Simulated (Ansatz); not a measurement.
Basis-set extrapolation for C2H8SSi2 (`C=C[SiH2]S[SiH3]`) (PBE0-D4/def2-TZVP geometry, frozen core, the Gaussian-basis code of Ansatz). Multiplicity 1, RHF reference.

```
                       def2-TZVPP    def2-QZVPP
                 HF  -1055.888195  -1055.920956
    MP2 correlation     -0.751772     -0.807344
CCSD(T) correlation     -0.856820       not run
```

Energies in hartree. Use E(X) = E(∞) + A·exp(−7.88·√X) for Hartree–Fock and E(X) = E(∞) + B·X^(−2.97) for correlation, with X = 3 and 4, and add CCSD(T) minus MP2 of the smaller set to the MP2 limit.

Q: What is the CCSD(T) energy at the basis-set limit?

A: HF limit: -1055.920956 + (-0.032761) × 0.13774 = -1055.92547. MP2 limit: -0.807344 + (-0.055572) × 0.74074 = -0.84851. Higher-order term: -0.856820 − (-0.751772) = -0.10505. Total: -1056.87903 hartree, 3.65 eV below CCSD(T)/def2-TZVPP.
